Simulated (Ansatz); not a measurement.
Computed with frozen-core CCSD(T)/def2-TZVPP // PBE0-D4/def2-TZVP (Ansatz, a program for electronic structure).

Ansatz 0.2 input:
```yaml
crystal:
  periodic: [false, false, false]
  atoms:
    - { symbol: O, position_ang: [1.311911, 1.292692, -0.189356] }
    - { symbol: Si, position_ang: [0.502472, -0.062419, -0.62446] }
    - { symbol: C, position_ang: [-0.945717, -0.377179, 0.593222] }
    - { symbol: F, position_ang: [-0.436613, -0.382685, 1.870943] }
    - { symbol: F, position_ang: [-1.873357, 0.620825, 0.537393] }
    - { symbol: H, position_ang: [1.602258, 1.367322, 0.721584] }
    - { symbol: H, position_ang: [1.345714, -1.286216, -0.56912] }
    - { symbol: H, position_ang: [-0.029705, 0.155232, -1.986944] }
    - { symbol: H, position_ang: [-1.476958, -1.327568, 0.455793] }
basis:
  gaussian: { orbitals: def2-TZVPP }
correlation:
  method: ccsd_t
```

Output:

```
Functional definition: HF
1367 factors; integrals over basis functions are off by at most 1.2e-3 eV
mean field evaluation 1: about -16405.7583 eV, gradient 4.5e1 eV
mean field evaluation 2: about -16406.0055 eV, gradient 4.6e1 eV
mean field evaluation 4: about -16409.9665 eV, gradient 3.6e0 eV
mean field evaluation 8: about -16410.0259 eV, gradient 2.2e-1 eV
mean field evaluation 16: about -16405.7587 eV, gradient 4.5e1 eV
mean field -16410.02602650 eV, -603.0573333586 hartree, gradient 1.9e-6 eV, S^2 0.000000; 0 other end points of the search recorded, 0 dependent functions left out
9 core orbitals not correlated
reference -16410.02602650 eV, -603.0573333586 hartree; 16, 16 occupied and 197, 197 virtual orbitals, 1367 factors
second order -27.85060877 eV of doubles, -0.00000000 eV of singles
cycle   1  -27.82975190 eV  change    2.1e-2 eV  update   1.1e-1
cycle   2  -28.44078801 eV  change   -6.1e-1 eV  update   3.2e-2
cycle   3  -28.58712954 eV  change   -1.5e-1 eV  update   1.6e-2
cycle   4  -28.56921364 eV  change    1.8e-2 eV  update   3.2e-3
cycle   5  -28.56759584 eV  change    1.6e-3 eV  update   1.5e-3
cycle   6  -28.56891917 eV  change   -1.3e-3 eV  update   4.4e-4
cycle   7  -28.56873428 eV  change    1.8e-4 eV  update   1.8e-4
cycle   8  -28.56862142 eV  change    1.1e-4 eV  update   5.5e-5
cycle   9  -28.56863477 eV  change   -1.3e-5 eV  update   2.1e-5
perturbative correction -0.92900632 eV, -0.0341403524 hartree
Total energy: -16439.52366758 eV, -604.1413516744 hartree
```

Cost: about 5 core-minutes (a rough figure).
